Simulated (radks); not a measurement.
Results of a calculation; reference values are marked as such.
How relativity changes the ionisation of neutral scandium ([Ar] 3d1 4s2) to Sc+ ([Ar] 3d1 4s1). Spin-unpolarised spherical Kohn-Sham, PBE, point nucleus unless stated (finite: rms radius 3.5459 fm), a radial shooting solver on a logarithmic mesh with Libxc functionals. A level marked "c x" has the speed of light scaled by that factor and shares open shells by 2j + 1; other Dirac levels either fill j = l - 1/2 first or share by 2j + 1.

| level | E(Sc) (hartree) | E(Sc+) (hartree) | IE (eV) | HOMO | <r> HOMO (bohr) |
|---|---|---|---|---|---|
| non-rel. | -760.38465 | -760.13280 | 6.853 | 3d | 1.846 |
| scalar-rel. | -764.05640 | -763.80295 | 6.897 | 3d | 1.869 |
| scalar-rel., finite nucleus | -764.05496 | -763.80151 | 6.897 | 3d | 1.869 |
| Dirac, 2j+1 shares | -764.06267 | -763.80922 | 6.897 | 3d5/2 | 1.871 |
| Dirac, low j first | -764.06334 | -763.80994 | 6.895 | 3d3/2 | 1.866 |
| Dirac, 2j+1 shares, finite nucleus | -764.06123 | -763.80777 | 6.897 | 3d5/2 | 1.871 |
| Dirac, c x 1.25 | -762.72880 | -762.47593 | 6.881 | 3d5/2 | 1.862 |
| Dirac, c x 1.5 | -762.00887 | -761.75632 | 6.872 | 3d5/2 | 1.857 |
| Dirac, c x 5 | -760.53016 | -760.27824 | 6.855 | 3d5/2 | 1.847 |

NIST Atomic Spectra Database: 6.561 eV (measured). The relativistic part of the total energy of Sc is -3.677 hartree (Dirac, 2j+1 shares, finite nucleus), 0.48 % of the non-relativistic value. Spin polarisation and multiplet splitting of open shells are left out at every level.

Beside tabulated values, note that spin-unpolarised runs miss the spin-polarisation part of the exchange energy of open shells.
